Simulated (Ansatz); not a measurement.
`CCCCc1ccccc1`, relaxed with RKS PBE0-D4/def2-TZVP in Ansatz 0.2.0 from a GFN2-xTB geometry. The force threshold is 0.005 eV/Å; the program also tests the step.

The species carries charge 0 and has multiplicity 1.

Start:

```xyz
24

C     2.353    2.629   -0.035
C     1.210    2.384    0.943
C     0.634    0.971    0.856
C    -0.104    0.698   -0.460
C    -0.722   -0.669   -0.434
C    -0.008   -1.778   -0.869
C    -0.561   -3.045   -0.807
C    -1.839   -3.220   -0.305
C    -2.560   -2.123    0.133
C    -2.003   -0.858    0.069
H     2.008    2.566   -1.064
H     2.776    3.619    0.119
H     3.141    1.893    0.110
H     1.576    2.547    1.960
H     0.414    3.110    0.760
H     1.440    0.242    0.972
H    -0.065    0.821    1.683
H    -0.880    1.455   -0.596
H     0.595    0.768   -1.294
H     0.991   -1.647   -1.263
H     0.007   -3.897   -1.152
H    -2.273   -4.208   -0.258
H    -3.559   -2.253    0.523
H    -2.570   -0.003    0.411
```

Q: How much energy does the relaxation release, and in how many steps? (An estimate is asked.)

A: The calculation gave: 1.72 kJ/mol, in 5 steps.

Q: Which bonds change most? (An estimate is asked.)

A: The calculation gave: C1–H13 from 1.088 to 1.094 Å; C3–C4 from 1.534 to 1.528 Å; C2–C3 from 1.528 to 1.523 Å; C1–H11 from 1.087 to 1.092 Å.

Q: Give the relaxed structure. (Estimate.)

A: Ansatz gave: 
```xyz
24

C     2.347    2.633   -0.057
C     1.230    2.394    0.946
C     0.628    0.997    0.885
C    -0.097    0.689   -0.425
C    -0.720   -0.675   -0.421
C    -0.007   -1.786   -0.862
C    -0.562   -3.055   -0.816
C    -1.847   -3.236   -0.326
C    -2.570   -2.137    0.115
C    -2.008   -0.870    0.068
H     1.992    2.562   -1.088
H     2.785    3.626    0.068
H     3.149    1.899    0.068
H     1.614    2.564    1.957
H     0.436    3.135    0.795
H     1.415    0.249    1.040
H    -0.079    0.867    1.711
H    -0.871    1.447   -0.590
H     0.602    0.765   -1.263
H     0.998   -1.651   -1.251
H     0.009   -3.907   -1.169
H    -2.285   -4.226   -0.293
H    -3.577   -2.266    0.495
H    -2.581   -0.014    0.411
```
